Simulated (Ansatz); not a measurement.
Mulliken charges of F2H2S2Si (`F[Si](F)(S)S`) from PBE/def2-TZVPP in Ansatz (PBE0-D4/def2-TZVP geometry).

| atom | x (Å) | y (Å) | z (Å) | charge (e) |
| --- | --- | --- | --- | --- |
| F1 | 0.122 | -1.696 | -1.040 | -0.247 |
| Si2 | -0.090 | -0.426 | -0.119 | 0.675 |
| F3 | -0.228 | -0.990 | 1.356 | -0.247 |
| S4 | -1.840 | 0.493 | -0.830 | -0.216 |
| S5 | 1.537 | 0.907 | -0.164 | -0.224 |
| H6 | -1.736 | 1.507 | 0.047 | 0.130 |
| H7 | 2.234 | 0.206 | 0.750 | 0.129 |

**Question.** By hand: the dipole of these point charges (1 e Å = 4.8032 D).

**Answer.** Σ q r = (0.081, 0.289, 0.160) e Å, of length 0.340 e Å = 1.63 D.

**Question.** How does the dipole of the full density compare? (Best estimate.)

**Answer.** Computed: (0.073, 0.262, 0.148) e Å, 1.49 D; the point charges give 1.09 times that, at 0° from its direction.

Point charges leave out the atoms' own dipoles, such as those of lone pairs, and Mulliken's split depends on the basis, so the close match here is no proof of good charges.
